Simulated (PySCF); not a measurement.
# Electron correlation in Tc (technetium, neutral)

[Kr] 4d7, high-spin 4F determinant (an excited configuration). Computed with PySCF 2.14 in ANO-RCC-VTZP, with the spin-free X2C one-electron Hamiltonian (Gaussian nucleus). Frozen: [Ar] 3d10; 15 electrons correlated.

```json
{"level": "CCSD", "correlation energy (mhartree)": "-467.93"}
{"level": "(T)", "correlation energy (mhartree)": "-18.54"}
{"level": "CCSD(T)", "correlation energy (mhartree)": "-486.47"}
```

Diagnostics: T1 = 0.0090, D1 = 0.0204, largest double amplitude 0.040.

Question: Is a single reference adequate?

Answer: Yes, within this model without spin-orbit coupling: T1 lies below 0.03 and no double amplitude reaches 0.07.
